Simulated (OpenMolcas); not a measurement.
## Co7+: the spin-orbit constant, worked from levels

| Quantity | Value |
| --- | --- |
| Program | OpenMolcas 26.06 |
| Basis | ANO-RCC-VTZP [6s5p3d2f1g] |
| Scalar Hamiltonian | DKH2, point nucleus |
| Active space | 2 electrons in 10 orbitals (3d 4d) |
| State averaging | 2S+1 = 3 even, 10 roots; 2S+1 = 1 even, 15 roots |
| Spin-orbit coupling | state interaction with AMFI integrals over the reference wave functions, term energies averaged over their components |

Methods: CASSCF; SS-CASPT2, IPEA 0.25 Eh, imaginary shift 0.1 Eh (closed shells correlated: 3s 3p). Measured levels: Sugar and Corliss, J. Phys. Chem. Ref. Data 10, 1097 (1981).

**The spin-orbit constant.** For the Hund term 3F of d2, E(J) = (A/2) J(J+1) + constant and ζ = 2S·A = 2A. From J = 2 to J = 4 the energy changes by 7 A.

```csv
Source,E(4) - E(2),A,ζ
CASSCF,3075.2,439.3,879
SS-CASPT2,3087.1,441.0,882
measured,3144.0,449.1,898
```

All in cm-1. SS-CASPT2 is off by -1.8 % and CASSCF by -2.2 %. Both methods take the spin-orbit matrix elements from the reference wave functions, so the second can move ζ only through the term energies and any multistate remixing. Second-order mixing with other terms is absorbed into this ζ.

CASPT2 does not keep the components of a term degenerate, so their means are used; among the terms shown or strongly mixed into the levels shown the widest spread is 420 cm-1 (3d2 3F, SS-CASPT2). Active for correlation alone: 4d; no level in the range computed is led by a configuration that fills it, so any true level of that kind is missing. Without dynamic correlation excited terms often stand tens of per cent too high (terms of higher spin than the ground term too low), and those without a measured partner can miss by more than the paired ones (holds for CASSCF). Computed and measured levels are paired by configuration, term and J; levels that our copy of the source lacks, or whose pairing is in doubt (as where it misses far off the trend of its configuration), stay unpaired and out of the deviations. Only configurations of the active space appear.
